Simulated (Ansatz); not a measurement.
`[CH3][Ga]([NH2])[OH]` and `[NH2][Ga]([OH])[OH]` differ in one atom or group.

Ansatz, PBE0-D4/def2-TZVP geometries, multiplicity 1. Each molecule was computed in one conformer, which needn't be the lowest.

Scalar relativity is left out up to krypton.

| property | `[CH3][Ga]([NH2])[OH]` |
| --- | --- |
| LUMO energy (B3LYP/def2-TZVPP) / eV | -0.17 |
| HOMO–LUMO gap (PBE/def2-TZVPP) / eV | 5.00 |
| HOMO energy (PBE0/def2-TZVPP) / eV | -7.08 |
| size of the dipole moment (PBE/def2-TZVPP) / D | 1.69 |
| LUMO energy (PBE/def2-TZVPP) / eV | -0.66 |
| HOMO energy (ωB97M-V/def2-TZVPP) / eV | -9.49 |

(1) What does the change do to each property? (Estimate.)

## Answers

(1) The calculation gave: 
```
                                      property  `[NH2][Ga]([OH])[OH]`  shift
           LUMO energy (B3LYP/def2-TZVPP) / eV                  -0.85  -0.68
           HOMO–LUMO gap (PBE/def2-TZVPP) / eV                   4.71  -0.29
            HOMO energy (PBE0/def2-TZVPP) / eV                  -7.58  -0.50
size of the dipole moment (PBE/def2-TZVPP) / D                   2.03   0.34
             LUMO energy (PBE/def2-TZVPP) / eV                  -1.39  -0.73
         HOMO energy (ωB97M-V/def2-TZVPP) / eV                  -9.99  -0.50
```

With PBE0 the HOMO falls by 0.50 eV and the LUMO falls by 0.66 eV, so the gap narrows by about 0.16 eV. PBE moves the HOMO by -0.42 eV and ωB97M-V by -0.50 eV. The zero-point energy changes by -57.9 kJ/mol with -6 modes. Dipoles are sizes alone; their direction can turn.

B3LYP here is the variant with VWN-RPA as its local correlation; programs differ in this.
